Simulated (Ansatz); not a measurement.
```xyz
12

B     0.370   -1.881    1.493
Ga    0.937   -0.022    0.769
C     0.413    0.595   -1.077
C    -1.064    0.869   -0.973
Cl   -1.442    1.445    0.720
H     1.035   -2.860    1.297
H    -0.630   -2.054    2.129
H     1.932    0.923    1.545
H     0.602   -0.146   -1.857
H     0.962    1.504   -1.325
H    -1.446    1.655   -1.624
H    -1.669   -0.027   -1.097
```

Total charge 0; spin multiplicity 1.

(1) List the PBE/def2-TZVPP orbital energies in eV (Ansatz 0.2.0). (Estimate.)

Answers

(1) Ansatz gave: Occupied: -10093.03, -2739.30, -1232.98, -1092.70, -1092.59, -1092.58, -270.83, -268.88, -249.85, -190.60, -190.37, -190.33, -177.32, -142.71, -97.35, -97.05, -97.02, -21.70, -19.43, -19.24, -19.22, -19.18, -19.09, -18.19, -15.13, -12.32, -11.75, -11.37, -10.08, -9.75, -9.12, -8.25, -7.64, -7.50, -6.61, -5.97. Lowest empty: -3.05, -1.50, -0.89, 0.47, 1.07, 1.20, 1.45, 1.90.
